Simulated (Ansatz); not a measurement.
Cost and result for the atomization energy of C$_{2}$H$_{5}$BO (`BC(C)=O`) (9 atoms, 8 bonds).

```xyz
9

B     0.061    1.066    1.160
C     0.159    0.120   -0.028
C    -0.241   -0.997   -0.893
O     1.139    0.860   -0.206
H    -0.604    2.052    1.051
H     0.584    0.750    2.186
H    -1.265   -0.826   -1.236
H     0.434   -1.115   -1.741
H    -0.267   -1.911   -0.292
```

Charge 0, multiplicity 1. The geometry is a stationary point of PBE0-D4/def2-TZVP. Program: Ansatz. All runs use 2 threads of an Arm Neoverse V2 on a shared host. Times are those of one run each, without the atoms' runs, and a repeat can differ threefold. Electronic energies, without spin–orbit coupling; frozen cores. CCSD(T)/CBS adds CCSD(T) − MP2 in def2-TZVPP to the MP2 limit, and its time is that of the two runs behind it. T1 = 0.017. B3LYP takes the VWN-RPA correlation (the form of Gaussian; ORCA's B3LYP/G). HSE06 is the plane-wave form, built on full-range PBE exchange.

CCSD(T)/CBS is a level of theory with its own doubt, some kJ/mol a heavy atom from the limit and from the frozen cores, so smaller differences don't rank the functionals.

| level | functions | wall time |
| --- | --- | --- |
| BLYP-D4/def2-TZVPP | 194 | 1.6 s |
| BHLYP-D4/def2-TZVPP | 194 | 1.8 s |
| PBE-D4/def2-TZVPP (with forces) | 194 | 1.9 s |
| CCSD(T)/def2-SVP | 81 | 1.9 s |
| HSE06-D4/def2-TZVPP | 194 | 2.2 s |
| B3LYP-D4/def2-TZVPP (with forces) | 194 | 2.6 s |
| r2SCANh-D4/def2-TZVPP | 194 | 3.5 s |
| ωB97X-V/def2-TZVPP | 194 | 6 s |
| B97M-V/def2-TZVPP | 194 | 7 s |
| ωB97M-V/def2-TZVPP (with forces) | 194 | 8 s |
| MP2/def2-QZVPP | 378 | 14 s |
| CCSD(T)/def2-TZVPP | 194 | 43 s |
| CCSD(T)/CBS(def2) | – | 56 s |

Question: What atomization energy does each give, and how far from CCSD(T)/CBS? (Estimate.)

Answer: The calculation gave: 
```csv
level,atomization (kcal/mol),difference from CCSD(T)/CBS,per bond
BLYP-D4/def2-TZVPP,852.4,7.9,1.0
BHLYP-D4/def2-TZVPP,821.7,-22.8,-2.9
PBE-D4/def2-TZVPP (with forces),873.8,29.3,3.7
CCSD(T)/def2-SVP,811.8,-32.7,-4.1
HSE06-D4/def2-TZVPP,855.1,10.6,1.3
B3LYP-D4/def2-TZVPP (with forces),850.5,6.0,0.8
r2SCANh-D4/def2-TZVPP,848.5,4.0,0.5
ωB97X-V/def2-TZVPP,849.6,5.1,0.6
B97M-V/def2-TZVPP,851.8,7.3,0.9
ωB97M-V/def2-TZVPP (with forces),852.3,7.8,1.0
MP2/def2-QZVPP,854.3,9.8,1.2
CCSD(T)/def2-TZVPP,825.6,-18.9,-2.4
CCSD(T)/CBS(def2),844.5,0.0,0.0
```

From BLYP to BHLYP (50 % exact exchange), in def2-TZVPP and without D4, the atomization energy moves by −27.2 kcal/mol: exact exchange takes away binding that semilocal exchange gives to molecules. The D4 term adds +4.7 kcal/mol with B3LYP and +2.4 kcal/mol with PBE0; it sums over pairs of atoms, weighted by their polarisabilities, and B3LYP, whose exchange is more repulsive, gets the larger term. At CCSD(T), def2-SVP lies −32.8 kcal/mol from the extrapolated value and def2-TZVPP −18.9 kcal/mol: correlation converges slowly with the basis, and small sets miss more of it in the bonded molecule than in its fragments.
